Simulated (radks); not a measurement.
Q: Radial electron density D(r) = 4 pi r^2 rho(r) of an atom or ion with 45 electrons. Method: scalar-relativistic Kohn-Sham, r2SCAN, spin-unpolarised, spherical densities, finite nucleus; meta-GGA in the generalised Kohn-Sham scheme; Fermi nuclear charge, rms radius of each element as measured or else 0.836 A^(1/3) + 0.57 fm; computed with a radial shooting solver on a logarithmic mesh with Libxc functionals.

```
   r/bohr * D(r) (the largest magnitude, 73.5, reaches the edge; | marks zero)
 0.003073 |     *
 0.004131 |        *
 0.005554 |             *
 0.007467 |                    *
  0.00996 |                            *
  0.01339 |                                    *
    0.018 |                                          *
   0.0242 |                                           *
  0.03254 |                                        *
  0.04375 |                                     *
  0.05882 |                                         *
  0.07846 |                                                  *
   0.1055 |                                                      *
   0.1418 |                                            *
   0.1907 |                                   *
   0.2563 |                                         *
   0.3447 |                                        *
   0.4634 |                       *
    0.618 |           *
   0.8309 |            *
    1.117 |          *
    1.502 |     *
    2.019 | *
    2.715 |*
     3.65 *
    4.868 *
    6.546 *
      8.8 *
```

What is the nuclear charge?

A: Z = 46. The innermost maximum, from 1s, lies near gamma/Z bohr with gamma = sqrt(1 - (Z/c)^2) = 0.942, here 0.0205 bohr (found: 0.0223), and its height grows with Z. The density is that of the palladium ion Pd+ in [Kr] 4d8 5p1; the configuration itself is not fixed sharply by these data, and Z only to a few units. D(r) has 4 maxima, at r = 0.0223, 0.0989, 0.298, 0.900 bohr, and minima at 0.0445, 0.194, 0.675 bohr, inside which lie 2.02, 11.14, 28.99 electrons.
